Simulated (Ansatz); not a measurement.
Consider the formal exchange of groups at a C–Al bond: `N#[C][AlH2]` + `[Cl][GeH]([Cl])[Cl]` → `N#[C][Ge]([Cl])([Cl])[Cl]` + `[AlH3]`.

Gas-phase electronic energies from Ansatz, PBE0-D4/def2-TZVP geometries. CBS: MP2 limit from def2 TZ/QZ plus the TZ coupled-cluster correction, frozen cores. This one scheme is used for every species. Functionals use def2-TZVPP. For Ge outer-core shells are correlated without core-valence functions, which leaves a few kJ/mol of doubt a bond. Scalar relativity is left out up to krypton.

Question: Is it downhill or uphill in electronic energy at CCSD(T)/CBS, and by how much? (Estimate.)

Answer: Computed: Uphill: ΔE = +19.2 kcal/mol.

Question: What do these levels give: LDA (SPW92), PBE-D4, BLYP-D4, PBE0-D4, r2SCANh-D4, CAM-B3LYP-D4, ωB97M-V, B2PLYP, PBE-QIDH, CCSD(T)/def2-TZVPP, SCS-MP2/def2-QZVPP, HF/CBS(def2)? (An estimate is asked.)

Answer: Ansatz gave: LDA (SPW92) 18.5, PBE-D4 18.0, BLYP-D4 18.1, PBE0-D4 18.5, r2SCANh-D4 19.4, CAM-B3LYP-D4 19.1, ωB97M-V 19.0, B2PLYP 19.1, PBE-QIDH 18.4, CCSD(T)/def2-TZVPP 17.3, SCS-MP2/def2-QZVPP 18.3, HF/CBS(def2) 21.1 kcal/mol.

Largest T1 diagnostic among the species: 0.013.

Leaving LDA and LC-ωPBE aside and taking each functional with its dispersion term where it has one, the values, not all of them listed here, spread over 2.4 kcal/mol, from revPBE-D4 to r2SCAN0-D4. In def2-TZVPP, CCSD(T) changes the Hartree–Fock value by −3.3 kcal/mol (the triples alone add −0.6 kcal/mol) and MP2 by −3.6 kcal/mol.
